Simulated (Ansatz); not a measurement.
Ga₇N₇⁺, a nanocrystal cut from zinc blende GaN (bare). Total charge 1; doublet. Geometry r2SCAN-D4/def2-SVP; atoms count from 1.

```xyz
14

N    -1.1825    0.0306    2.7668
N     2.3119    1.1423   -1.6566
N    -0.1321    1.8509    0.2112
N     1.4605   -0.7982    1.0683
N    -1.2377   -2.5986    0.8770
N    -0.1871   -0.7854   -1.6835
N    -2.8008    0.0223    0.0505
Ga    2.3841    0.0917   -0.1970
Ga    0.2004    0.6102    1.6334
Ga   -2.0842   -1.0077    1.4630
Ga    1.1887    2.5938   -0.9259
Ga    1.1358    0.0171   -2.7770
Ga   -1.2077    0.5783   -0.7692
Ga    0.1510   -1.7473   -0.0610
```

Single mean-field runs in def2-TZVP are fitted with def2-universal-jkfit. The relaxed charge 1 doublet is spin-contaminated (final ⟨S²⟩ up to 2.76, 0.75 for a pure state).

Q: Estimate the Mulliken populations from the PBE0/def2-TZVP orbitals of Ansatz.

A: 
| atom | charge (e) | spin (α − β) |
| --- | --- | --- |
| N1 | -0.26 | 0.99 |
| N2 | -0.32 | -0.10 |
| N3 | -0.37 | -0.09 |
| N4 | -0.34 | -0.02 |
| N5 | -0.26 | 0.99 |
| N6 | -0.37 | -0.09 |
| N7 | -0.25 | 1.00 |
| Ga8 | 0.50 | -0.09 |
| Ga9 | 0.47 | -0.02 |
| Ga10 | 0.51 | -0.08 |
| Ga11 | 0.39 | -0.72 |
| Ga12 | 0.39 | -0.72 |
| Ga13 | 0.44 | -0.02 |
| Ga14 | 0.47 | -0.02 |
Mulliken values depend strongly on the basis.

Q: Where does the spin sit?

A: Summed by element: N 2.67, Ga -1.67, of 1 unpaired in all. Largest on single atoms: N7 1.00, N5 0.99, N1 0.99.

Q: And the Mayer bond orders between heavy atoms (over 0.3)?

A: N1–Ga9 1.07 (1.88 Å); N1–Ga10 1.01 (1.89 Å); N2–Ga8 1.27 (1.80 Å); N2–Ga11 0.82 (1.98 Å); N2–Ga12 0.81 (1.98 Å); N3–Ga9 0.98 (1.92 Å); N3–Ga11 0.98 (1.89 Å); N3–Ga13 0.93 (1.93 Å); N4–Ga8 1.25 (1.80 Å); N4–Ga9 0.82 (1.97 Å); N4–Ga14 0.82 (1.97 Å); N5–Ga10 1.01 (1.90 Å); N5–Ga14 1.07 (1.88 Å); N6–Ga12 0.98 (1.89 Å); N6–Ga13 0.93 (1.93 Å); N6–Ga14 0.98 (1.92 Å); N7–Ga10 1.02 (1.89 Å); N7–Ga13 1.06 (1.88 Å).
